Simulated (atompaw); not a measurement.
Ranking PAW (atompaw) potentials for Zr (Z = 40)

All share these settings but for the change named:

```
Element                 : zirconium (Zr)
Generator               : atompaw 4.2.0.5
Type                    : PAW
Functional              : PBE
Relativity              : scalar-relativistic
Frozen core             : [Ar] 3d10
Valence charge          : 12
Reference configuration : 4s2 4p6 4d2 5s1.75 5p0.25
Partial waves           : 4s (bound): rc 1.95 bohr; 5s (bound): rc 3.00 bohr; 4p (bound): rc 1.50 bohr; 5p (bound): rc 3.00 bohr; 4d (bound): rc 3.00 bohr; 4d channel at 0.1 Ry: rc 3.00 bohr
Local potential         : ultrasoft scheme with l = 3 at 0 Ry, radius 2.85 bohr
Core correction         : smooth core density matched at 1.85 bohr
Augmentation charge     : sinc compensation charge, radius 2.60 bohr; PAW radius 3.00 bohr; waves and projectors: custom rrkj gramschmidtortho
```

Cutoff: the first of the cutoffs (Ry, on a coarse ladder) from which the occupation-weighted sum of valence levels, in a spherical-Bessel basis at the reference potential, stays within 10 and 1 mRy of its value at 400 Ry; the density cutoff is not measured.

The base gives 35 Ry.

Of 8 variants that were run, those that failed, showed a ghost or another fault, or gave nearly equal values are left out.

A variant can come out equal or close to the base.

Question: Rank these variants from softest to hardest (loose cutoff).
A. all radii scaled by about 1.06 (s 2.06, p 1.58, d 3.18 bohr); local potential ultrasoft scheme with l = 3 at 0 Ry, radius 3.02 bohr; augmentation sinc compensation charge, radius 2.74 bohr; PAW radius 3.18 bohr; waves and projectors: custom rrkj gramschmidtortho; core correction smooth core density matched at 1.96 bohr
B. local potential ultrasoft scheme with l = 3 at 0 Ry, radius 2.76 bohr
C. augmentation sinc compensation charge, radius 2.60 bohr; PAW radius 3.00 bohr; waves and projectors: modrrkj vanderbiltortho

Answer: C (25 Ry), A (30 Ry), B (35 Ry).
